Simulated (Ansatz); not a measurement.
Job for Ansatz (a first-principles code): R-wB97X-V/def2-TZVPP on SO2 (SMILES O=[S+][O-]).

Ansatz 0.2 input:
```yaml
crystal:
  periodic: [false, false, false]
  atoms:
    - {symbol: S, position_ang: [-0.00000000, -0.00000000, 0.48775336]}
    - {symbol: O, position_ang: [0.00000000, 1.23858797, -0.24382668]}
    - {symbol: O, position_ang: [0.00000000, -1.23858797, -0.24382668]}
basis:
  gaussian:
    orbitals: def2-TZVPP
hamiltonian:
  xc: {name: wB97X-V}
scf: {lower_state_search: off}
```

The log:

```
WARN ansatz: RAYON_NUM_THREADS=4 ignored (pool sized by the plan → 4); use --threads N
Functional definition: wB97X-V
these checks for a lower state are left out or cut short: stability, starts, cluster_reference, orbital_swaps, neighbouring_geometries, increment
integrals: 0.04 GiB planned
593 factors; their error is unknown
integrals: 0.07 GiB planned
99 factors; integrals over basis functions are off by at most 1.5e-5 eV
mean field: 0.38 GiB planned
mean field evaluation 1: about -14922.1812 eV, gradient 5.9e1 eV
mean field evaluation 2: about -14918.0609 eV, gradient 8.0e1 eV
mean field evaluation 4: about -14927.9055 eV, gradient 5.4e-1 eV
mean field evaluation 8: about -14927.9201 eV, gradient 1.2e-1 eV
mean field evaluation 16: about -14927.9201 eV, gradient 7.8e-6 eV
mean field -14927.92010120 eV, -548.5909452114 hartree, gradient 1.9e-6 eV, S^2 0.000000; 0 other end points of the search recorded, 0 dependent functions left out
reference -14927.92010020 eV, -548.5909451745 hartree; 16, 16 occupied and 88, 88 virtual orbitals, 593 factors
Total energy: -14927.92010020 eV, -548.5909451745 hartree
Checks for a lower state left out: stability, starts, cluster_reference, orbital_swaps, neighbouring_geometries, increment
```

Self-consistency was reached.

Cost: around 1.7 core-seconds (rough).
